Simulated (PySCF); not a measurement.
Si(Br)2 cation (Br2Si), SMILES Br[Si]Br (connectivity only; charge and spin as stated), charge +1, multiplicity 2.

The structure is a stationary point at B3LYP-D3(BJ)/def2-TZVP. The spin state was assumed, not searched. The isomer is the one that the SMILES or the coordinates give; other isomers of the formula were not compared.

Calculation: M06-2X/def2-TZVPD (PySCF).

```
Item                                                               Result
------------------------------------------------  -----------------------
total energy                                          -5437.59502 hartree
point group                                                           C2v
α spin, highest occupied and lowest empty level       -14.73 and -8.33 eV
β spin, highest occupied and lowest empty level       -15.84 and -9.73 eV
dipole moment about the centre of nuclear charge                   2.17 D
mean static polarisability                           61.7 bohr³ (9.14 Å³)
polarisability, principal values                   43.8, 51.4, 89.8 bohr³
⟨S²⟩                                              0.756 (pure state 0.75)
```
